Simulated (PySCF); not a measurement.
# CsSi: energy against distance

Set-up: PySCF, scalar-relativistic core potentials, basis sets Cs def2-SVP with ECP46, Si def2-SVP. Energies in eV from Cs + Si in their ground configurations at the same level. State: ⁴Σ⁻ (quartet), unpaired electrons σ ↑, π ↑↑.

| R (Å) | UHF-SCS-MP2 | UHF-MP2 |
| --- | --- | --- |
| 2.889 | -0.775 | -0.894 |
| 3.023 | -1.040 | -1.153 |
| 3.158 | -1.195 | -1.303 |
| 3.258 | -1.258 | -1.362 |
| 3.359 | -1.285 | -1.386 |
| 3.460 | -1.285 | -1.383 |
| 3.594 | -1.253 | -1.348 |
| 3.762 | -1.179 | -1.271 |
| 3.964 | -1.058 | -1.147 |
| 4.232 | -0.873 | -0.960 |

Q: Put a parabola through the three lowest points of the UHF-SCS-MP2 curve and estimate Re, k and ωe (reduced mass 23.11 u; 1 eV/Å² = 0.16022 mdyn/Å; ωe = 1302.8·√(k/μ) cm⁻¹).

A: Through R = 3.258, 3.359, 3.46 Å the second-order coefficient is 1.32 eV/Å², so Re ≈ 3.409 Å, k ≈ 0.424 mdyn/Å and ωe ≈ 176 cm⁻¹. A polynomial fit of higher order to the unrounded UHF-SCS-MP2 energies gives Re = 3.408 Å, k = 0.376 mdyn/Å, ωe = 166 cm⁻¹; anharmonicity and rounding make the difference.

The higher-order fit for each curve: UHF-SCS-MP2: Re = 3.408 Å, ωe = 166 cm⁻¹, De = 1.29 eV; UHF-MP2: Re = 3.396 Å, ωe = 167 cm⁻¹, De = 1.39 eV.

Correlated steps freeze 5 core orbitals. Correlated levels converge slowly with the basis: in double zeta they bind strong bonds too weakly, by up to about 1 eV, and carry superposition errors of some tenths. These are scalar-relativistic numbers at best; spin–orbit coupling would shift them, the dissociation energy most. The state was picked by a PBE0 search and need not be the measured ground state.
